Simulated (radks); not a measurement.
Values are calculated unless marked as measured or tabulated.
Valence configurations of Lu II (all share [Xe]). Code: a radial shooting solver on a logarithmic mesh with Libxc functionals. Model: scalar-relativistic Kohn-Sham, PBE, spin-polarised, spherical densities, finite nucleus; open shells are filled with parallel spins first (spin-orbit coupling, left out, can overturn this in heavy ions); Fermi nuclear charge, rms radius 5.37 fm. Energies are relative to 4f14 6s2; eigenvalues in eV for spin up.

valence	E (eV)	moment (Bohr magnetons)	e(4f)	e(5d)	e(6p)	e(6s)
4f14 6s2	0.000	0	-18.478	-	-	-11.049
4f14 6s1.5 6p0.5	2.079	1	-19.216	-	-7.224	-11.781
4f14 6p2	8.555	2	-21.305	-	-8.358	-
4f13 5d1 6s2	11.858	2	-26.513	-11.120	-	-11.930
4f13 5d1 6s1.5 6p0.5	13.905	3	-27.216	-11.826	-7.614	-12.612
4f13 6s2 6p1	16.545	2	-30.657	-	-8.452	-13.719
4f12 5d2 6p2	38.387	6	-37.738	-15.271	-8.969	-
4f12 5d1 6s1 6p2	39.479	6	-40.615	-16.917	-9.628	-15.510
4f12 6s2 6p2	43.122	4	-43.864	-	-10.060	-16.126
4f11 5d3 6s2	52.363	6	-44.176	-14.669	-	-13.128

NIST lists [Xe] 4f14 6s2 as the ground configuration; this level of theory agrees among the configurations tried. The energies are those of spherical high-spin densities, not of single terms.
